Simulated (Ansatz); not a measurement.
# Four-centre ligand exchange

Start structure (SiN$_{2}$H$_{8}$O, closed shell), relaxed at PBE0-D4/def2-TZVP:

| atom | x (Å) | y (Å) | z (Å) |
| --- | --- | --- | --- |
| Si1 | 0.0248 | -1.4386 | -0.0078 |
| O2 | -0.9392 | -0.8973 | -1.2420 |
| H3 | -0.2954 | -2.8389 | 0.3844 |
| H4 | 1.3695 | -1.3753 | -0.6356 |
| N5 | -0.1856 | -0.4939 | 1.3902 |
| H6 | 0.0003 | 1.3852 | -1.0677 |
| N7 | 0.4937 | 1.9476 | -0.3811 |
| H8 | -1.8674 | -0.8069 | -1.0159 |
| H9 | 0.0983 | 0.4774 | 1.3542 |
| H10 | -0.1968 | -0.8923 | 2.3123 |
| H11 | 1.4394 | 2.0713 | -0.7215 |
| H12 | 0.0583 | 2.8617 | -0.3697 |

The step: SiNH₅O ([NH2][SiH2][OH]) + NH₃ → SiN₂H₆ ([NH2][SiH2][NH2]) + H₂O; bonds formed: Si1–N7, O2–H6; bonds broken: Si1–O2, H6–N7. Computed with Ansatz 0.2.0 (basis: def2-TZVPP and def2-QZVPP); correlated methods freeze the cores. Extrapolation: Hartree–Fock as exp(−7.88 √X), correlation as X^−2.97. Energies below are by CCSD(T) at an estimated basis limit (MP2 extrapolated from triple and quadruple zeta, plus CCSD(T) − MP2 in triple zeta).

What are the electronic barrier and the energy of the step, from the start structure to the end structure? (Judge from chemistry; the value comes from the calculation.)

Computed: Barrier 32.55 kcal/mol; step energy 8.74 kcal/mol (uphill); reverse barrier, their difference, 23.81 kcal/mol. Barrier and step energy count from the start structure, the reverse barrier from the end structure.

The saddle point: One imaginary mode of 1051i cm⁻¹.
```tsv
pair	start (Å)	saddle (Å)	end (Å)
Si1–N7	3.44	1.87	1.74
O2–H6	2.47	1.27	0.98
Si1–O2	1.66	2.04	3.43
H6–N7	1.02	1.23	2.00
```

Zero-point energy (harmonic, PBE0-D4): ZPE is 59.29 kcal/mol at the start and 58.38 kcal/mol at the saddle, so the barrier goes from 32.55 to 31.64 kcal/mol.

No T1 diagnostic of these runs exceeds 0.011.

Labels in which every atom is bracketed show which atoms are joined, not bond orders.

For scale, one of the runs: CCSD(T)/def2-TZVPP, 247 basis functions, launched by `ansatz run in.yaml --threads 4 --pin off --events-out ev --progress --plain --max-ram 9574MiB`. Time: 2.5 min of wall clock on 4 CPU threads of an Arm Neoverse V1; the host was shared. Peak host memory: 5.2 GiB.
